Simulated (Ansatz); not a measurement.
Stretching the Al1–I4 bond in AlH2I (SMILES [AlH2][I]) (multiplicity 1 held, fragments rigid). Energies count from the point at 2.485 Å.
Geometry at that point (charge 0, multiplicity 1):
```xyz
4

Al    -1.029    -1.593     0.268
H     -0.519    -2.624     1.337
H     -2.327    -1.781    -0.598
I      0.306     0.474    -0.080
```

Active spaces are followed from a long bond inwards. Levels need not reach the same state.

Frozen-core correlation. Filled d and f shells under p-block atoms count as core.

Programs: Ansatz (Gaussian orbitals). Each number belongs to the level named beside it. In def2 rows elements past Kr take small-core potentials, without spin–orbit coupling.

Problem. Estimate the energy at R = 7.953 Å that FIC-MRCISD+Q on CASSCF(6,4)/def2-TZVPP returns for this input.

Solution. 3.87 eV

Problem. Give the energy at R = 7.953 Å at the level CASSCF(6,4)/def2-TZVPP.

Solution. 3.40 eV

Doubts at one or more of the structures used: active orbitals that take no part (CASSCF(6,4)/def2-TZVPP, FIC-MRCISD+Q on CASSCF(6,4)/def2-TZVPP).

Ansatz is a program for electronic structure.
